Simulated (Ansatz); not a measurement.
```xyz
8

O    -1.631   -0.415   -0.174
C    -0.417    0.261   -0.445
Ga    0.975   -0.384    0.794
Br    3.017    0.640    0.461
H    -2.306   -0.098   -0.780
H    -0.504    1.349   -0.318
H    -0.061    0.090   -1.471
H     0.927   -1.443    1.932
```

Charge 0, multiplicity 1.

Task: List the B3LYP/def2-TZVPP orbital energies in eV (Ansatz). (Best estimate.)

Result: The calculation gave: Occupied: -13138.68, -10138.36, -1700.33, -1532.03, -1531.99, -1531.98, -1250.11, -1107.36, -1107.27, -1107.23, -520.88, -278.26, -236.11, -176.95, -176.83, -176.78, -150.15, -103.60, -103.39, -103.26, -71.24, -71.21, -71.18, -71.08, -71.08, -28.25, -23.45, -23.32, -23.24, -23.21, -23.15, -20.47, -18.53, -14.44, -12.49, -12.43, -10.73, -9.03, -8.35, -8.24, -8.01, -7.54. Lowest empty: -1.74, -0.28, 0.08, 1.52, 1.75, 2.65, 2.92, 3.75.

B3LYP here is the variant with VWN-RPA as its local correlation; programs differ in this.
